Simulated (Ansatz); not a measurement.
The first iterations of a band of C2H7BrOSi (12 atoms, charge 0, multiplicity 1).

Level of theory: Ansatz, RKS PBE/def2-SVP.

| Item | Value |
| --- | --- |
| movable images | 5 |
| climbing image | yes |
| spring | 5.0 eV/Å² |
| optimiser | quadratic models (default) |
| start path | through a guess of the saddle point |
| force threshold | 0.05 eV/Å |
| iteration limit | 60 |
| end points | relaxed |

First end point:

```xyz
12
Properties=species:S:1:pos:R:3
C -1.113 -0.618 0.934
C 0.356 -0.373 0.622
Br 1.029 1.207 1.660
Si 0.739 0.080 -1.196
O -0.011 1.535 -1.573
H -1.743 0.225 0.588
H -1.291 -0.770 2.017
H -1.449 -1.533 0.400
H 0.996 -1.206 0.977
H 0.129 -0.942 -2.113
H 2.235 0.110 -1.361
H 0.201 2.230 -0.920
```

Last end point:

```xyz
12
Properties=species:S:1:pos:R:3
C -1.127 -0.565 0.830
C 0.385 -0.543 0.682
Br 1.102 1.144 1.567
Si 1.205 -0.599 -1.134
O 0.496 1.321 -1.444
H -1.610 0.239 0.238
H -1.464 -0.478 1.885
H -1.497 -1.533 0.428
H 0.859 -1.332 1.302
H -0.072 -1.190 -1.784
H 1.163 1.765 -2.007
H 0.637 1.715 -0.530
```

| iteration | highest image above the first end (eV) | largest band force component (eV/Å) |
| --- | --- | --- |
| 1 | 5.182 | 10.971 |
| 2 | 3.464 | 3.834 |
| 3 | 2.716 | 1.987 |
| 4 | 2.655 | 0.669 |

Q: Does the band converge within its limit, and where does its top end?

A: It converged. It ended after 12 iterations with the highest image 2.896 eV above the first end. Neighbouring images differ by up to 1.3 eV, so the band resolves the path poorly. A vibrational analysis at the climbing image gives one clearly imaginary mode, 1258i cm⁻¹: a first-order saddle point. The orbitals stay closed-shell, which can raise the energy where a bond breaks towards radicals; this wasn't checked here.

Run time: 2.1 min on 2 threads of Intel(R) Xeon(R) Platinum 8488C (Sapphire Rapids), with other jobs on the host, peak memory 0.2 GiB.
